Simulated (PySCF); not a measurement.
# `InChI=1S/C6H7N3S/c1-9(2)6-4-8-5(3-7)10-6/h4H,1-2H3`

Geometry:
```json
{"atom": "C1", "x (Å)": "-1.415", "y (Å)": "1.802", "z (Å)": "0.253"}
{"atom": "N2", "x (Å)": "-1.195", "y (Å)": "0.641", "z (Å)": "-0.572"}
{"atom": "C3", "x (Å)": "-2.289", "y (Å)": "-0.262", "z (Å)": "-0.829"}
{"atom": "C4", "x (Å)": "0.068", "y (Å)": "0.176", "z (Å)": "-0.754"}
{"atom": "C5", "x (Å)": "0.482", "y (Å)": "-1.037", "z (Å)": "-1.307"}
{"atom": "N6", "x (Å)": "1.815", "y (Å)": "-1.210", "z (Å)": "-1.399"}
{"atom": "C7", "x (Å)": "2.477", "y (Å)": "-0.194", "z (Å)": "-0.924"}
{"atom": "C8", "x (Å)": "3.889", "y (Å)": "-0.075", "z (Å)": "-0.873"}
{"atom": "N9", "x (Å)": "5.041", "y (Å)": "0.054", "z (Å)": "-0.816"}
{"atom": "S10", "x (Å)": "1.464", "y (Å)": "1.102", "z (Å)": "-0.305"}
{"atom": "H11", "x (Å)": "-0.719", "y (Å)": "2.608", "z (Å)": "-0.032"}
{"atom": "H12", "x (Å)": "-1.279", "y (Å)": "1.596", "z (Å)": "1.332"}
{"atom": "H13", "x (Å)": "-2.435", "y (Å)": "2.175", "z (Å)": "0.094"}
{"atom": "H14", "x (Å)": "-2.185", "y (Å)": "-0.713", "z (Å)": "-1.828"}
{"atom": "H15", "x (Å)": "-2.352", "y (Å)": "-1.078", "z (Å)": "-0.085"}
{"atom": "H16", "x (Å)": "-3.231", "y (Å)": "0.301", "z (Å)": "-0.812"}
{"atom": "H17", "x (Å)": "-0.191", "y (Å)": "-1.821", "z (Å)": "-1.651"}
```

Level of theory: PySCF, quadratic response CAM-B3LYP/aug-cc-pVDZ first hyperpolarisability, Taylor convention, gas phase. Geometry: PBE0-D3(BJ)/def2-SVP.

(1) Give the tensor of the second harmonic β(−2ω;ω,ω) at 1907 nm in the axes of these coordinates.

## Answers

(1) In au, Taylor convention; rows are the first index (the induced dipole):
```csv
,xx,yy,zz,xy,xz,yz
x,-1239.5,+123.9,+96.7,+67.8,+19.7,+14.4
y,+72.2,+9.6,+6.6,+117.7,+12.2,-44.1
z,+23.4,-44.6,-104.2,+12.1,+94.2,+6.3
```
Norm of βᵢ = ⅓ Σⱼ (βᵢⱼⱼ + βⱼᵢⱼ + βⱼⱼᵢ): 1036.1 au, hyper-Rayleigh value 487.5 au.
